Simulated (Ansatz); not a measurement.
One change: `[OH][Ga]([OH])[Cl]` becomes `[OH][Ga]([Cl])[O][SiH3]`.

Ansatz, PBE0-D4/def2-TZVP geometries, multiplicity 1. Each molecule was computed in one conformer, which needn't be the lowest.

Scalar relativity is left out up to krypton.

```tsv
property	`[OH][Ga]([OH])[Cl]`
HOMO–LUMO gap (PBE/def2-TZVPP) / eV	5.36
HOMO energy (PBE/def2-TZVPP) / eV	-7.52
size of the dipole moment (ωB97M-V/def2-TZVPP) / D	1.57
HOMO–LUMO gap (ωB97M-V/def2-TZVPP) / eV	12.21
HOMO energy (B3LYP/def2-TZVPP) / eV	-8.96
LUMO energy (PBE0/def2-TZVPP) / eV	-1.20
```

(1) What does the change do to each property? (Best estimate.)

Results:

(1) Computed: 
| property | `[OH][Ga]([Cl])[O][SiH3]` | shift |
| --- | --- | --- |
| HOMO–LUMO gap (PBE/def2-TZVPP) / eV | 5.05 | -0.31 |
| HOMO energy (PBE/def2-TZVPP) / eV | -7.42 | 0.10 |
| size of the dipole moment (ωB97M-V/def2-TZVPP) / D | 1.47 | -0.10 |
| HOMO–LUMO gap (ωB97M-V/def2-TZVPP) / eV | 11.62 | -0.59 |
| HOMO energy (B3LYP/def2-TZVPP) / eV | -8.68 | 0.28 |
| LUMO energy (PBE0/def2-TZVPP) / eV | -1.41 | -0.21 |

With PBE0 the HOMO rises by 0.35 eV and the LUMO falls by 0.21 eV, so the gap narrows by about 0.56 eV. PBE moves the HOMO by 0.10 eV and ωB97M-V by 0.35 eV. Dipoles are sizes alone; their direction can turn.

B3LYP here is the variant with VWN-RPA as its local correlation; programs differ in this.
